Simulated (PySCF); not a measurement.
PySCF input (BP86/def2-SVP):

```python
from pyscf import gto, dft

mol = gto.M(
    atom='''
    Rb   -0.00000000   -0.00000000   -0.95163916
    Cl    0.00000000    0.00000000    2.07121463
    ''',
    basis='def2-svp',
    ecp='def2-svp',
    charge=-1,
    spin=1,
    symmetry='C2v',
    verbose=4,
)

mf = dft.UKS(mol, xc='bp86')
mf.grids.level = 3
mf.conv_tol = 1e-9
mf.max_cycle = 100
mf.max_memory = 1500
mf.kernel()
if not mf.converged:
    mf = mf.newton()
    mf.kernel(mf.make_rdm1())
mf.dip_moment()
```

Output:

```
ECP def2-svp not found for  Cl
PySCF version 2.14.0

[INPUT] verbose = 4
[INPUT] num. atoms = 2
[INPUT] num. electrons = 27
[INPUT] charge = -1
[INPUT] spin (= nelec alpha-beta = 2S) = 1
[INPUT] symmetry C2v subgroup None
[INPUT] Mole.unit = angstrom
[INPUT] Symbol           X                Y                Z      unit          X                Y                Z       unit  Magmom
[INPUT]  1 Rb     0.000000000000   0.000000000000  -0.951639160000 AA    0.000000000000   0.000000000000  -1.798337381811 Bohr   0.0
[INPUT]  2 Cl     0.000000000000   0.000000000000   2.071214630000 AA    0.000000000000   0.000000000000   3.914028395892 Bohr   0.0

nuclear repulsion = 26.7839991264546
point group symmetry = Coov, use subgroup C2v
symmetry origin: [ 0.00000000e+00  0.00000000e+00 -7.34893509e-09]
symmetry axis x: [1. 0. 0.]
symmetry axis y: [0. 1. 0.]
symmetry axis z: [0. 0. 1.]
num. orbitals of irrep A1 = 21
num. orbitals of irrep A2 = 3
num. orbitals of irrep B1 = 9
num. orbitals of irrep B2 = 9
number of shells = 18
number of NR pGTOs = 71
number of NR cGTOs = 42
basis = def2-svp
ecp = def2-svp

******** <class 'pyscf.dft.uks_symm.SymAdaptedUKS'> ********
method = SymAdaptedUKS
initial guess = minao
damping factor = 0
level_shift factor = 0
DIIS = <class 'pyscf.scf.diis.CDIIS'>
diis_start_cycle = 1
diis_space = 8
diis_damp = 0
SCF conv_tol = 1e-09
SCF conv_tol_grad = None
SCF max_cycles = 100
direct_scf = True
direct_scf_tol = 1e-13
number electrons alpha = 14  beta = 13
XC library pyscf.dft.libxc version 7.1.2
    S. Lehtola, C. Steigemann, M. J. T. Oliveira, and M. A. L. Marques,  SoftwareX 7, 1–5 (2018)
XC functionals = bp86
    A. D. Becke,  Phys. Rev. A 38, 3098 (1988)
    J. P. Perdew,  Phys. Rev. B 33, 8822 (1986)
    J. P. Perdew,  Phys. Rev. B 34, 7406–7406 (1986)
radial grids:
    Treutler-Ahlrichs [JCP 102, 346 (1995); DOI:10.1063/1.469408] (M4) radial grids

becke partition: Becke, JCP 88, 2547 (1988); DOI:10.1063/1.454033
pruning grids: <function nwchem_prune>
grids dens level: 3
symmetrized grids: C2v
atomic radii adjust function: <function treutler_atomic_radii_adjust>
small_rho_cutoff = 0
Freeze 0 electrons in irreps []
    27 free electrons in irreps A1 A2 B1 B2
Set gradient conv threshold to 3.16228e-05
tot grids = 40792
init E= -481.369646532838
alpha HOMO (A1) = -0.191449753389303  LUMO (B2) = -0.106235744796369
beta  HOMO (B1) = -0.423694594332024  LUMO (A1) = -0.191449753389303

WARN: HOMO -0.191449753389303 >= LUMO -0.191449753389303

WARN: alpha-A1 HOMO -0.191449753389303 > system LUMO -0.191449753389303

WARN: beta-A1 LUMO -0.191449753389303 < system HOMO -0.191449753389303

cycle= 1 E= -484.204745592706  delta_E= -2.84  |g|= 0.363  |ddm|= 1.85
alpha HOMO (A1) = 0.100529153901788  LUMO (B1) = 0.103135267421253
beta  HOMO (B1) = 0.10035795633144  LUMO (A1) = 0.106502433700956
  HOMO = 0.100529153902  LUMO = 0.103135267421  gap/eV = 0.07092
cycle= 2 E= -480.270289968085  delta_E= 3.93  |g|= 1.82  |ddm|= 3.59
alpha HOMO (A1) = 0.0566372363882586  LUMO (B1) = 0.0928848388300286
beta  HOMO (A1) = -0.0409027252463297  LUMO (A1) = 0.072676705262932
  HOMO = 0.0566372363883  LUMO = 0.0726767052629  gap/eV = 0.43646
cycle= 3 E= -484.311242861493  delta_E= -4.04  |g|= 0.149  |ddm|= 3.23
alpha HOMO (A1) = 0.0296348301331797  LUMO (B2) = 0.0673969383652375
beta  HOMO (B1) = -0.0181222852606373  LUMO (A1) = 0.0476288044288431
  HOMO = 0.0296348301332  LUMO = 0.0476288044288  gap/eV = 0.48964
cycle= 4 E= -484.322316459668  delta_E= -0.0111  |g|= 0.079  |ddm|= 0.421
alpha HOMO (A1) = 0.0294733336311772  LUMO (B2) = 0.0669013030395598
beta  HOMO (B2) = -0.0336717776380968  LUMO (A1) = 0.0482579926935536
  HOMO = 0.0294733336312  LUMO = 0.0482579926936  gap/eV = 0.51116
cycle= 5 E= -484.326918195986  delta_E= -0.0046  |g|= 0.0156  |ddm|= 0.159
alpha HOMO (A1) = 0.0276721545137981  LUMO (B2) = 0.0648406030959363
beta  HOMO (B2) = -0.0440954254037615  LUMO (A1) = 0.0467152502487842
  HOMO = 0.0276721545138  LUMO = 0.0467152502488  gap/eV = 0.51819
cycle= 6 E= -484.327174758249  delta_E= -0.000257  |g|= 0.0031  |ddm|= 0.0497
alpha HOMO (A1) = 0.0265132637646559  LUMO (B1) = 0.0636555773155354
beta  HOMO (B1) = -0.0462250318309438  LUMO (A1) = 0.0456758979035747
  HOMO = 0.0265132637647  LUMO = 0.0456758979036  gap/eV = 0.52144
cycle= 7 E= -484.327182927271  delta_E= -8.17e-06  |g|= 0.00103  |ddm|= 0.012
alpha HOMO (A1) = 0.0263867713280703  LUMO (B2) = 0.0634927629858053
beta  HOMO (B1) = -0.0460111437987252  LUMO (A1) = 0.0455602573340634
  HOMO = 0.0263867713281  LUMO = 0.0455602573341  gap/eV = 0.52174
cycle= 8 E= -484.327183827029  delta_E= -9e-07  |g|= 0.000116  |ddm|= 0.00499
alpha HOMO (A1) = 0.0263959333752446  LUMO (B1) = 0.0634967310684997
beta  HOMO (B2) = -0.0459897983396211  LUMO (A1) = 0.0455564635768866
  HOMO = 0.0263959333752  LUMO = 0.0455564635769  gap/eV = 0.52138
cycle= 9 E= -484.327183835658  delta_E= -8.63e-09  |g|= 3.71e-05  |ddm|= 0.000611
alpha HOMO (A1) = 0.0263953818391904  LUMO (B1) = 0.0634962574980331
beta  HOMO (B1) = -0.0460011257467796  LUMO (A1) = 0.0455536489517385
  HOMO = 0.0263953818392  LUMO = 0.0455536489517  gap/eV = 0.52132
cycle= 10 E= -484.327183836643  delta_E= -9.85e-10  |g|= 1.92e-06  |ddm|= 7.25e-05
alpha HOMO (A1) = 0.0263948583988167  LUMO (B2) = 0.0634956576461718
beta  HOMO (B2) = -0.0459997846738995  LUMO (A1) = 0.0455529361728182
  HOMO = 0.0263948583988  LUMO = 0.0455529361728  gap/eV = 0.52132
Extra cycle  E= -484.327183836645  delta_E= -1.19e-12  |g|= 2.51e-06  |ddm|= 1.01e-05
converged SCF energy = -484.327183836645  <S^2> = 0.75006692  2S+1 = 2.0000669

WARN: System has nonzero charge -1; the dipole moment is origin-dependent.
Location of origin: [0. 0. 0.]

Dipole moment(X, Y, Z, Debye):  0.00000,  0.00000,  1.03750
```

The dipole moment of an ion depends on the origin.
